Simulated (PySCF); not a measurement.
## Electron correlation in Sr⁻ (strontium, charge -1)

[Kr] 4d1 5s2, 2D determinant. Calculation: PySCF 2.14, in aug-cc-pVTZ-X2C (8s7p5d2f, 68 functions); scalar relativity by spin-free X2C-1e. Frozen: [Kr]; 3 electrons correlated.

MP2 pair energies summed by pair of shells (mhartree):

```tsv
pair	energy	share (%)
5s-5s	-18.27	87.6
4d-5s	-2.60	12.4
```

Total MP2 correlation energy: -20.87 mhartree.

Same-spin part -0.89 and opposite-spin part -19.97 mhartree; SCS-MP2 scales them by 1/3 and 6/5 to -24.27 mhartree.

The Hartree-Fock reference does not bind the outermost electron (its level is positive or very diffuse), so these energies belong to a reference that the basis holds together.
